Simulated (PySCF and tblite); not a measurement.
Results of a calculation; reference values are marked as such.
Barrier and rate of a rotation

System: C₅F₄O, numbered as in [O:1]=[c:2]1[c:3]([F:4])[c:5]1[C:6]([F:7])=[C:8]([F:9])[F:10].

Motion: rotation about the C5–C6 bond (torsion C2–C5–C6–F7 from 180° to 360°, rising). Level: PBE0/pcSseg-1 + D3(BJ) on GFN2-xTB stationary points, with GFN2-xTB thermal terms. Rates follow Eyring's equation with the number of equivalent paths and no tunnelling. Programs: tblite and PySCF.

```csv
point,symmetry,E(GFN2) kcal/mol,E(DFT) kcal/mol,ZPE change kcal/mol,lowest mode cm⁻¹,dipole D
start,Cs,0.0,0.0,0.00,44,2.33
saddle,C1,6.0,7.7,-0.11,50i,2.32
end,Cs,0.4,0.8,-0.01,39,3.27
```

```json
{
  "Electronic barrier": "7.8 kcal/mol",
  "Barrier with zero-point energy": "7.6 kcal/mol",
  "ΔH‡ (298 K)": "7.1 kcal/mol",
  "ΔS‡ (298 K, symmetry apart)": "-3.4 cal/(mol K)",
  "Paths": "2 equivalent paths",
  "End point": "a different minimum",
  "Mean lifetime of the start against this motion at 298 K": "77 ns",
  "Cost": "59 s on 1 thread of Arm Neoverse V1, on a host shared with other jobs (rough), peak memory 0.77 GiB, launched as `OMP_NUM_THREADS=1 python ens_run.py task.json out`"
}
```

```csv
T/K,ΔG‡ kcal/mol,k s⁻¹,ΔG kcal/mol,k back s⁻¹
150,7.8,26,0.8,345
200,7.9,1.8×10⁴,0.8,1.3×10⁵
250,8.0,9.8×10⁵,0.8,4.6×10⁶
298,8.2,1.3×10⁷,0.8,4.8×10⁷
350,8.3,9.6×10⁷,0.8,2.9×10⁸
400,8.4,4.1×10⁸,0.8,1.1×10⁹
500,8.7,3.2×10⁹,0.8,6.7×10⁹
```

ΔG and ΔG‡ leave out symmetry numbers and mirror images; rates count paths: 2 out, 2 back.
